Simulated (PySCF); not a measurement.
C6H13S (doublet state).
Z-matrix (Å and degrees, GFN2-xTB geometry), rows numbered from 1:
```
C 
C   1  1.4254
S   2  1.9435  1  109.58
C   3  1.8345  2  104.36  1    94.22
C   4  1.5213  3  111.05  2    67.51
C   4  1.5251  3  112.90  2   -59.86
C   6  1.5226  4  112.70  3   -58.65
H   1  1.0738  2  120.01  3    80.13
H   1  1.0741  2  121.17  3   -85.83
H   2  1.0861  1  114.41  3  -112.08
H   2  1.0850  1  115.44  3   116.26
H   4  1.0946  3  101.23  2  -176.48
H   5  1.0885  4  111.15  3   -70.99
H   5  1.0886  4  109.98  3   169.47
H   5  1.0874  4  110.39  3    49.59
H   6  1.0921  4  109.35  3    63.90
H   6  1.0937  4  107.79  3  -179.60
H   7  1.0876  6  110.39  4    59.33
H   7  1.0879  6  110.48  4   -60.39
H   7  1.0874  6  110.41  4   179.49
```

The hyperfine couplings belong to this conformer and change with its torsions.

Identity: `[CH2]CS[C@H](C)CC` [radical].

Computed, not measured: PySCF, UKS B3LYP, pcH-1 on C H S, non-relativistic, mean-field spin-orbit, GIAO. Isolated species at its GFN2-xTB geometry (one conformer only). A GFN2-xTB geometry isn't a minimum of the functional, and hyperfine couplings can be far from their values at a DFT geometry. The SCF solution wasn't tested for stability.

The Mulliken spin populations are largest on C1 (+0.96), S3 (+0.20) and C2 (-0.11). The positive populations add up to 1.19 and the negative ones to -0.19, together 2S = 1. The angles at C1 add up to 358.6°, so it is planar; its axial dipolar tensor and the negative couplings of its protons fit spin in a p orbital normal to that plane.

Question: Find Q in a(H) = Q·ρ(C) for the protons on the planar carbons that carry spin.

Answer: 
```csv
H,C,ρ(C),a(H) (G),a/ρ (G)
H8,C1,+0.959,-19.70,-20.5
H9,C1,+0.959,-19.65,-20.5
```

These protons share one ρ (within 0.01), so their mean ratio, Q = -20.5 G, is no test of linearity.

Couplings in gauss use g_iso = 2.0029.
